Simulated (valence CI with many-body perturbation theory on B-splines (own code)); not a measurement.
Yb³⁹⁺: electric-dipole lines

Computed by valence CI with perturbative core correlation (CI+MBPT): three valence electrons over a frozen Dirac-Fock core [Ar] 3d10, radial functions for each j: 11 s, 11 p, 9 d, 7 f, 5 g, 2 h, 1 i, with the one-electron correlation potential Σ1, the two-electron term Σ2, the three-electron term Σ3, Breit, model QED; selected CI, second order for the rest (own B-spline code, finite nucleus).

No measured spectrum was set against this ion. As an estimate, large intervals hold to a few tenths of a per cent, small ones and those within an open d or f shell to about a per cent.

Lines 151 to 200 of 278 in falling wavelength, among levels below 4004.5 × 10³ cm⁻¹, chosen from the strongest by gf and those to the six lowest levels. Wavelengths and rates use the calculated energies. Electric multipoles are in the length gauge, E1 and E2 with the static RPA response of the core. Weak lines are less certain than strong ones. Lines between different terms over intervals too small for the method are left out, as are lines whose strength nearly cancels. The highest levels of a list are the least certain.

Levels are named by their leading jj configuration (3d3/2^4 stands for four electrons in 3d with j = 3/2), which in mixed levels can hold well under half, so a name can repeat and another be missing. Letters in brackets count levels of one name in rising energy.

| λ vac (Å) | Upper | Lower | A (s⁻¹) | log gf | Branch % |
| --- | --- | --- | --- | --- | --- |
| 73.33 | (4s 4p3/2^2) J=1/2 | (4s^2 4p3/2) J=3/2 | 3.31e+11 | -0.27 | 98.7 |
| 73.30 | (4p1/2 4p3/2 4d3/2) J=1/2 [a] | (4s 4p1/2 4d3/2) J=3/2 [a] | 3.05e+11 | -0.31 | 86.4 |
| 73.14 | (4p1/2 4p3/2 4d5/2) J=5/2 [a] | (4s 4p1/2 4d3/2) J=3/2 [b] | 2.72e+11 | 0.12 | 39.9 |
| 73.13 | (4p3/2^3) J=3/2 [b] | (4s 4p3/2^2) J=3/2 | 8.56e+11 | 0.44 | 70.3 |
| 72.84 | (4s 4p3/2 4d5/2) J=7/2 [a] | (4s 4p3/2^2) J=5/2 | 2.54e+11 | 0.21 | 69.1 |
| 72.76 | (4s 4p3/2 4d3/2) J=1/2 [b] | (4s^2 4d3/2) J=3/2 | 5.10e+11 | -0.09 | 43.5 |
| 72.51 | (4s 4p3/2 4d5/2) J=5/2 [b] | (4s^2 4d5/2) J=5/2 | 3.30e+11 | 0.19 | 33.2 |
| 71.84 | (4p1/2 4p3/2 4d5/2) J=5/2 [b] | (4s 4p1/2 4d3/2) J=3/2 [b] | 3.87e+10 | -0.75 | 7.6 |
| 71.71 | (4s 4p3/2^2) J=3/2 | (4s^2 4p3/2) J=3/2 | 7.12e+11 | 0.34 | 97.7 |
| 71.52 | (4p1/2 4p3/2 4d5/2) J=3/2 [b] | (4s 4p1/2 4d5/2) J=5/2 [b] | 6.21e+10 | -0.72 | 12.1 |
| 71.52 | (4p3/2^3) J=3/2 [b] | (4s 4p3/2^2) J=1/2 | 2.34e+11 | -0.14 | 19.2 |
| 70.76 | (4p1/2 4p3/2^2) J=5/2 | (4s 4p1/2 4p3/2) J=5/2 | 6.67e+10 | -0.52 | 14.0 |
| 70.58 | (4s 4p1/2 4f5/2) J=5/2 [a] | (4s 4p1/2 4d3/2) J=3/2 [a] | 2.05e+11 | -0.04 | 44.4 |
| 70.32 | (4p3/2^3) J=3/2 [b] | (4s^2 4d5/2) J=5/2 | 4.31e+10 | -0.89 | 3.5 |
| 70.11 | (4s 4p1/2 4f5/2) J=7/2 | (4s 4p1/2 4d3/2) J=5/2 | 2.72e+11 | 0.21 | 78.4 |
| 69.66 | (4p1/2 4p3/2 4d5/2) J=7/2 [b] | (4s 4p1/2 4d5/2) J=7/2 | 4.38e+10 | -0.59 | 7.6 |
| 69.61 | (4p1/2 4p3/2^2) J=3/2 [b] | (4s 4p1/2 4p3/2) J=5/2 | 6.80e+09 | -1.70 | 0.8 |
| 69.11 | (4s 4p3/2 4d3/2) J=5/2 [b] | (4s^2 4d3/2) J=3/2 | 9.08e+11 | 0.59 | 75.2 |
| 69.07 | (4s 4p1/2 4f5/2) J=5/2 [b] | (4s 4p1/2 4d3/2) J=3/2 [a] | 1.89e+11 | -0.09 | 36.5 |
| 69.07 | (4p1/2 4p3/2 4d5/2) J=7/2 [a] | (4s 4p1/2 4d3/2) J=5/2 | 1.90e+11 | 0.04 | 52.3 |
| 68.66 | (4p1/2 4p3/2 4d5/2) J=3/2 [b] | (4s 4p1/2 4d5/2) J=5/2 [a] | 3.50e+10 | -1.00 | 6.8 |
| 68.03 | (4p1/2 4p3/2 4d5/2) J=5/2 [a] | (4s 4p1/2 4d3/2) J=5/2 | 1.09e+11 | -0.34 | 16.0 |
| 67.95 | (4p1/2 4p3/2 4d3/2) J=3/2 [b] | (4s 4p1/2 4d3/2) J=3/2 [a] | 3.79e+10 | -0.98 | 4.6 |
| 67.82 | (4p1/2 4p3/2^2) J=5/2 | (4s 4p1/2 4p3/2) J=3/2 [a] | 5.97e+08 | -2.61 | 0.1 |
| 67.35 | (4s 4p3/2 4d5/2) J=3/2 | (4s 4p3/2^2) J=5/2 | 6.81e+10 | -0.73 | 9.2 |
| 67.31 | (4p1/2 4p3/2^2) J=1/2 | (4s 4p1/2 4p3/2) J=3/2 [a] | 1.07e+10 | -1.84 | 2.4 |
| 66.95 | (4s 4p1/2 4f5/2) J=3/2 | (4s 4p1/2 4d3/2) J=3/2 [a] | 7.50e+10 | -0.70 | 13.5 |
| 66.77 | (4p1/2 4p3/2^2) J=3/2 [b] | (4s 4p1/2 4p3/2) J=3/2 [a] | 1.01e+11 | -0.57 | 12.3 |
| 66.39 | (4p1/2 4p3/2 4d5/2) J=5/2 [c] | (4s 4p1/2 4d5/2) J=5/2 [a] | 6.00e+10 | -0.62 | 6.4 |
| 65.70 | (4s 4p3/2 4d5/2) J=5/2 [b] | (4s 4p3/2^2) J=5/2 | 4.23e+10 | -0.78 | 4.3 |
| 64.85 | (4s 4p3/2 4d5/2) J=5/2 [b] | (4s^2 4d3/2) J=3/2 | 2.94e+10 | -0.95 | 3.0 |
| 62.30 | (4p1/2 4p3/2 4d5/2) J=7/2 [b] | (4s 4p1/2 4d3/2) J=5/2 | 3.73e+10 | -0.76 | 6.5 |
| 61.74 | (4s 4p1/2 4d3/2) J=3/2 [a] | (4s 4p1/2^2) J=1/2 | 1.88e+10 | -1.37 | 44.6 |
| 61.50 | (4s 4p3/2 4d3/2) J=5/2 [a] | (4s 4p1/2 4p3/2) J=3/2 [b] | 1.92e+08 | -3.19 | 0.0 |
| 61.43 | (4s 4p3/2 4d3/2) J=3/2 [a] | (4s 4p1/2 4p3/2) J=3/2 [b] | 6.31e+06 | -4.85 | 0.0 |
| 61.41 | (4s 4p3/2 4d3/2) J=1/2 [a] | (4s 4p1/2 4p3/2) J=3/2 [b] | 1.45e+10 | -1.79 | 2.2 |
| 61.36 | (4p1/2 4p3/2 4d3/2) J=3/2 [a] | (4p1/2^2 4p3/2) J=3/2 | 4.61e+10 | -0.98 | 13.4 |
| 59.23 | (4s 4p1/2 4f5/2) J=5/2 [a] | (4p1/2^2 4p3/2) J=3/2 | 2.25e+11 | -0.15 | 48.8 |
| 58.80 | (4s^2 4f5/2) J=5/2 | (4s 4p1/2 4p3/2) J=3/2 [b] | 3.74e+11 | 0.07 | 90.7 |
| 58.80 | (4s 4p3/2 4d3/2) J=3/2 [b] | (4s 4p1/2 4p3/2) J=1/2 | 2.73e+11 | -0.25 | 36.8 |
| 58.34 | (4s 4p3/2 4d3/2) J=5/2 [a] | (4s 4p1/2 4p3/2) J=5/2 | 4.41e+11 | 0.13 | 57.6 |
| 58.28 | (4s 4p3/2 4d3/2) J=3/2 [a] | (4s 4p1/2 4p3/2) J=5/2 | 1.29e+11 | -0.58 | 18.4 |
| 58.16 | (4s 4p1/2 4f5/2) J=5/2 [b] | (4p1/2^2 4p3/2) J=3/2 | 2.66e+11 | -0.09 | 51.4 |
| 58.06 | (4s 4p3/2 4d3/2) J=3/2 [b] | (4s 4p1/2 4p3/2) J=3/2 [b] | 2.34e+11 | -0.32 | 31.6 |
| 57.82 | (4s 4p3/2 4d3/2) J=7/2 | (4s 4p1/2 4p3/2) J=5/2 | 6.14e+11 | 0.39 | 99.0 |
| 57.49 | (4p3/2^3) J=3/2 [a] | (4s 4p1/2 4p3/2) J=1/2 | 1.42e+11 | -0.55 | 28.7 |
| 57.37 | (4p1/2 4p3/2 4d3/2) J=3/2 [b] | (4p1/2^2 4p3/2) J=3/2 | 6.18e+11 | 0.09 | 75.8 |
| 56.84 | (4s 4p3/2 4d5/2) J=5/2 [a] | (4s 4p1/2 4p3/2) J=3/2 [b] | 2.28e+09 | -2.18 | 0.7 |
| 56.79 | (4p3/2^3) J=3/2 [a] | (4s 4p1/2 4p3/2) J=3/2 [b] | 1.27e+11 | -0.61 | 25.5 |
| 56.66 | (4s^2 4d3/2) J=3/2 | (4s^2 4p1/2) J=1/2 | 8.42e+11 | 0.21 | 100.0 |
